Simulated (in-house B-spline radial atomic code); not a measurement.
# Ionising Ru⁴⁺ with different functionals

Computed with a B-spline radial code for spherical atoms: four-component Dirac-Coulomb Hamiltonian, Fermi nucleus of rms radius 4.4809 fm, spin-restricted, spherical fractional occupations for the functionals. The ionisation energy is the difference of two self-consistent energies, [Kr] 4d4 → [Kr] 4d3, without Breit or QED terms; ε is the level of the shell that loses the electron (mean over j). The electron is taken from both j subshells in proportion to 2j + 1, so the result is a j average, not the step between ground levels.

Hybrids are left out here: with spherical fractional occupations of an open shell their exact exchange keeps a self-interaction that integer-occupation calculations don't have.

| method | rung | ΔSCF (eV) | -ε(4d) (eV) |
| --- | --- | --- | --- |
| LDA VWN5 | LDA | 59.80 | 52.07 |
| relativistic LDA | LDA | ? | ? |
| LDA PW92 | LDA | 59.79 | 52.06 |
| LDA exchange-only | LDA | 58.10 | 50.41 |
| PBE | GGA | 59.60 | 51.87 |
| PBEsol | GGA | 59.57 | 51.84 |
| BLYP | GGA | 59.46 | 51.73 |
| RPBE | GGA | 59.56 | 51.82 |
| PW91 | GGA | ? | ? |
| BP86 | GGA | 59.66 | 51.93 |
| AM05 | GGA | 59.58 | 51.84 |
| OLYP | GGA | 59.81 | 52.03 |

(1) What does PW91 give?

(2) What does relativistic LDA give?

(3) How do they compare with the NIST value?

## Answers

(1) ΔSCF 59.68 eV, and -ε(4d) = 51.95 eV.

(2) ΔSCF 59.82 eV, and -ε(4d) = 52.09 eV.

(3) NIST lists 59 eV ± 1.9 (tabulated theory, ground level to ground level). Errors run from -0.90 to +0.82 eV; all lie within about twice that uncertainty, so the table can't rank the methods.
